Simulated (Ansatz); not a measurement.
Geometry optimisation, Ansatz, RKS PBE0-D4/STO-3G.

Input file:

```yaml
crystal:
  periodic: [false, false, false]
  atoms:
    - { symbol: B, position_ang: [-1.2045, 1.5978, 0.0335] }
    - { symbol: C, position_ang: [-0.5919, 0.2531, -0.386] }
    - { symbol: "N", position_ang: [0.5211, -0.024, 0.4765] }
    - { symbol: C, position_ang: [1.3343, -1.2115, 0.0266] }
    - { symbol: H, position_ang: [-1.3027, 2.5214, -0.776] }
    - { symbol: H, position_ang: [-1.7051, 1.8035, 1.1023] }
    - { symbol: H, position_ang: [-0.2288, 0.3375, -1.4394] }
    - { symbol: H, position_ang: [-1.3153, -0.5297, -0.3076] }
    - { symbol: H, position_ang: [0.1928, -0.2143, 1.493] }
    - { symbol: H, position_ang: [1.6855, -1.0537, -0.9603] }
    - { symbol: H, position_ang: [0.5704, -2.1026, 0.0338] }
    - { symbol: H, position_ang: [2.1213, -1.4326, 0.7375] }
basis:
  gaussian: { orbitals: STO-3G }
hamiltonian:
  xc: pbe0
  dispersion: d4
relax:
  f_tol: 0.015
  max_steps: 40
output:
  orbitals: {}
```

Launched with:

```bash
$ ansatz run input.yaml --threads 1 --pin off --max-ram 2048MiB --backend cpu --events-out ev --progress --plain --runs-dir out
```

**Question.** Where does it end, and by what steps?

**Answer.** The forces met the threshold. Limits of this set-up: minimal basis. After 14 steps the energy has fallen by 0.686 eV; H5 moved furthest, 0.88 Å.

```
step  energy less start (eV)  largest force component (eV/Å)  accepted
   0                  0.0000                           4.483       yes
   1                 -0.5164                           0.914       yes
   2                 -0.5817                           0.589       yes
   3                 -0.6093                           0.188       yes
   4                 -0.6364                           0.191       yes
   5                 -0.6549                           0.293       yes
   6                 -0.6794                           0.256       yes
   7                 -0.6821                           0.121       yes
   8                 -0.6045                           0.664        no
   9                 -0.6836                           0.204       yes
  10                 -0.6837                           0.345       yes
  11                 -0.6736                           0.478        no
  12                 -0.6864                           0.028       yes
  13                 -0.6864                           0.018       yes
  14                 -0.6865                           0.009       yes
```

```xyz
12
Properties=species:S:1:pos:R:3
B -1.306 1.618 0.048
C -0.441 0.405 -0.427
N 0.678 0.019 0.501
C 1.227 -1.316 0.097
H -2.074 2.098 -0.699
H -1.239 2.027 1.147
H -0.002 0.622 -1.419
H -1.153 -0.434 -0.619
H 0.225 -0.137 1.441
H 1.715 -1.216 -0.885
H 0.463 -2.114 0.019
H 1.985 -1.627 0.831
```

Whether the end is a true minimum wasn't checked by a vibrational analysis.

Run time: 24 s on 1 thread of Arm Neoverse V2 (shared host), peak memory 0.12 GiB.
